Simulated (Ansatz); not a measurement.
Correlation energies of H4O5W (`[O]=[W]([OH])([OH])([OH])[OH]`) by basis set

```xyz
10

O     0.3760    0.7065   -1.8874
W     0.1687    0.2025   -0.2871
O    -0.4101    1.7881    0.5550
O    -1.6235   -0.5102   -0.1945
O     0.5417   -1.6821   -0.1863
O     1.8608    0.2831    0.5609
H    -0.6908    1.8947    1.4661
H    -2.3190    0.0879   -0.4844
H    -0.2144   -2.2475   -0.3676
H     2.3106   -0.5231    0.8252
```

Total charge 0; spin multiplicity 1. Correlated methods include outer-core shells of W, which these sets cover unevenly. W takes the def2 core potential. All single points use the PBE0-D4/def2-TZVP geometry. It is one conformer, not always the lowest. Frozen core, restricted reference, Ansatz 0.2.0.

```json
{"basis": "def2-SVP", "HF (Eh)": "-442.85959", "MP2 corr.": "-1.33602", "CCSD corr.": "-1.29711", "(T)": "-0.05122", "CCSD(T) total": "-444.20792"}
{"basis": "def2-TZVPP", "HF (Eh)": "-443.38365", "MP2 corr.": "-1.72537", "CCSD corr.": "-1.67161", "(T)": "-0.08315", "CCSD(T) total": "-445.13841"}
{"basis": "def2-QZVPP", "HF (Eh)": "-443.40222", "MP2 corr.": "-1.88234", "CCSD corr.": "–", "(T)": "–", "CCSD(T) total": "–"}
```
